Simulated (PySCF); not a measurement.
C₆H₄Cl₄Si, SMILES Cl[Si](Cl)(Cl)c1ccccc1Cl (GFN2-xTB optimised geometry):

```
15

Cl    -2.123    -2.376    -0.002
C     -1.272    -0.873     0.000
C     -2.004     0.303     0.001
C     -1.342     1.517     0.001
C      0.042     1.549     0.000
C      0.760     0.367     0.000
C      0.123    -0.873     0.000
Si     1.109    -2.493    -0.001
Cl     0.705    -3.580     1.654
Cl     0.718    -3.566    -1.667
Cl     3.081    -2.033     0.010
H     -3.081     0.261     0.001
H     -1.909     2.436     0.001
H      0.564     2.493     0.000
H      1.839     0.401     0.000
```

Method: B3LYP/def2-TZVP in PySCF.

Question: What are the frontier orbital energies and the dipole moment?

Answer: HOMO-2 -8.62 eV, HOMO-1 -7.80 eV, HOMO -7.24 eV, LUMO -1.50 eV, LUMO+1 -1.02 eV; dipole moment 2.89 D.

On the same geometry PySCF with PBE/def2-TZVP gives HOMO-2 -7.48 eV, HOMO-1 -7.01 eV, HOMO -6.43 eV, LUMO -2.18 eV, LUMO+1 -1.73 eV; dipole moment 2.78 D.

Meta-Löwdin charges at B3LYP/def2-TZVP: Cl1 -0.04, C2 0.03, C3 -0.12, C4 -0.09, C5 -0.12, C6 -0.09, C7 -0.26, Si8 0.98, Cl9 -0.26, Cl10 -0.26, Cl11 -0.27, H12 0.13, H13 0.13, H14 0.12, H15 0.13.
